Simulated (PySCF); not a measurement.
What settings do to a single point of Tl2F2

The sound run of Tl2F2 (singlet) uses PySCF 2.14.0, RKS B3LYP, Tl def2-SVP with ECP60, F def2-SVP; non-relativistic Hamiltonian with scalar-relativistic core potentials where named; density fitting; no spin-orbit coupling, grid (50, 194), threshold 1e-8 Eh and 55 cycles, at the relaxed geometry:

```xyz
4

Tl    0.0000    0.0000    1.8475
Tl    0.0000    0.0000   -1.8475
F     1.3933    0.0000    0.0000
F    -1.3933    0.0000    0.0000
```

There Tl1 has a Mulliken charge of 0.48 e and the dipole about the centre of mass is 0.00 D. Each run below changes one thing and starts from free metal ions and neutral atoms unless it says otherwise; with 55 cycles, smearing, a level shift and second-order steps follow where DIIS fails, and their cycles count. Energy shifts count from the sound run.

```json
{"change": "grid (30, 86)", "outcome": "converged", "cycles": "11", "energy shift (eV)": "-0.17", "largest force component (eV/Å)": "0.26", "charge on Tl1 (e)": "0.48", "dipole about the centre of mass (D)": "0.00"}
{"change": "F3 put 1.1 Å from Tl1, limit 88 cycles", "outcome": "converged", "cycles": "16", "energy shift (eV)": "63.57", "largest force component (eV/Å)": "227.57", "charge on Tl1 (e)": "0.88", "dipole about the centre of mass (D)": "4.75"}
{"change": "start from a density of up to 30 smeared cycles (not counted)", "outcome": "converged", "cycles": "6", "energy shift (eV)": "0.0000", "largest force component (eV/Å)": "0.00", "charge on Tl1 (e)": "0.48", "dipole about the centre of mass (D)": "0.00"}
{"change": "charge changed by +4, spin kept, limit 97 cycles", "outcome": "converged", "cycles": "10", "energy shift (eV)": "–", "largest force component (eV/Å)": "1.07", "charge on Tl1 (e)": "2.09", "dipole about the centre of mass (D)": "0.00"}
```

Q: How does the run with this change end: threshold 0.001?

A: outcome converged, cycles 8, energy shift (eV) 0.0007, largest force component (eV/Å) 0.03, charge on Tl1 (e) 0.47, dipole about the centre of mass (D) 0.00.

Unsound on purpose, so not properties of the compound: F3 put 1.1 Å from Tl1, limit 88 cycles; charge changed by +4, spin kept, limit 97 cycles.

Forces carry noise of the integration grid, about 0.01 to 0.03 eV/Å.

A frequency check found unstable modes (1, the lowest at -5 cm⁻¹), so the relaxed geometry is a saddle point, or these are noise.
